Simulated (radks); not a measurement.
The numbers below are computed, except where a source is named.
Problem. Sm XLI, configuration [Ar] 3d4 (the NIST ground configuration). Code: a radial shooting solver on a logarithmic mesh with Libxc functionals. Model: scalar-relativistic Kohn-Sham, r2SCAN, spin-polarised, spherical densities, finite nucleus; open shells are filled with parallel spins first (spin-orbit coupling, left out, can overturn this in heavy ions); meta-GGA in the generalised Kohn-Sham scheme; Fermi nuclear charge, rms radius 5.0819 fm. Some entries of the table are withheld. Estimate them.

| orbital | occ. | eigenvalue (eV) | <r^2> (bohr^2) |
|---|---|---|---|
| 1s up | 1 | -48895.47 | 0.0007050 |
| 1s down | 1 | -48895.44 | 0.0007050 |
| 2s up | 1 | -9763.931 | 0.01096 |
| 2s down | 1 | -9740.818 | 0.01093 |
| 2p up | 3 | -8944.487 | 0.008786 |
| 2p down | 3 | -8926.967 | 0.008748 |
| 3s up | 1 | -3533.017 | (1) |
| 3s down | 1 | -3510.011 | (2) |
| 3p up | 3 | -3276.987 | 0.06444 |
| 3p down | 3 | -3252.490 | 0.06494 |
| 3d up | 4 | -2972.592 | 0.05140 |
| 3d down | 0 | -2940.560 | 0.05194 |

Solution. 
(1) 3s up <r^2> (bohr^2): 0.06608
(2) 3s down <r^2> (bohr^2): 0.06651
